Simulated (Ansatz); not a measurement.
This geometry of CH6BClGeO (11 atoms, charge 0, multiplicity 1) is a first-order saddle point.

Computed with Ansatz 0.2.0, RKS LDA/def2-SVP.

```xyz
11
Properties=species:S:1:pos:R:3
O -0.278 1.757 -0.855
C -0.459 0.462 -1.338
B -0.121 -0.724 -0.398
Cl -0.433 -2.353 -0.949
Ge 0.663 -0.446 1.474
H -0.586 1.789 0.070
H -1.480 0.288 -1.786
H 0.214 0.318 -2.226
H -0.464 -0.591 2.529
H 1.283 0.955 1.684
H 1.725 -1.512 1.818
```

(1) Which two structures does it join? (They come from a converged band through this point; their orientation in space is the band's.)

(2) How far does it lie above each of them?

Results:

(1) No bond is made or broken. The dihedral Cl4–B3–Ge5–H11 goes from -15 to 109°. The two ends are copies of one structure, up to a mirror image or an exchange of like atoms.

First end point:

```xyz
11
Properties=species:S:1:pos:R:3
O -1.098 1.452 -0.236
C -0.811 0.411 -1.123
B 0.134 -0.699 -0.593
Cl 0.458 -2.118 -1.550
Ge 0.992 -0.355 1.231
H -1.198 1.068 0.659
H -1.727 -0.041 -1.597
H -0.265 0.840 -2.008
H -0.105 0.150 2.214
H 2.009 0.803 1.134
H 1.676 -1.570 1.890
```

Last end point:

```xyz
11
Properties=species:S:1:pos:R:3
O 0.410 1.575 -0.857
C -0.169 0.414 -1.376
B -0.411 -0.740 -0.369
Cl -1.237 -2.191 -0.868
Ge 0.337 -0.465 1.515
H 0.025 1.735 0.029
H -1.102 0.608 -1.978
H 0.530 -0.016 -2.144
H -0.174 -1.446 2.589
H -0.024 0.973 1.991
H 1.881 -0.505 1.490
```

(2) 1.7 kcal/mol above the first and 1.7 kcal/mol above the second. This is the barrier of this one path; another mechanism may lie lower.

The run took 70 s on 2 threads of Arm Neoverse V1 (shared host), peak memory 0.17 GiB.
